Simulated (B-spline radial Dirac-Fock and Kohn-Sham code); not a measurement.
**Al⁴⁺: eigenvalues, ΔSCF and the reference**

System: the Al⁴⁺ ion, [He] 2s2 2p5.

The density-functional columns are spherical, spin-unpolarised Dirac-Kohn-Sham results without Breit or QED terms: −ε is minus the orbital energy of the initial state and ΔSCF the difference of two total energies. The reference in the last column comes from multi-electron Dirac-Fock with separately optimised hole states, Breit and Lamb-shift corrections added in first order. All numbers are from a radial B-spline solver, in eV; a selection of levels is shown. The Kohn-Sham columns are given as differences from the reference.

| level | PBE −ε − DF | PBE ΔSCF − DF | LDA −ε − DF | LDA ΔSCF − DF | Dirac-Fock |
| --- | --- | --- | --- | --- | --- |
| K (1s) | -64.2 | +13.1 | -71.1 | +5.8 | 1654.7 |
| L1 (2s) | -21.4 | -4.1 | -22.2 | -4.8 | 197.8 |
| L2,3 (2p) | -16.2 | +2.4 | -16.1 | +2.4 | 154.8 |

Values without a named source are computed, but for edge energies of neutral atoms, which are taken from tables.
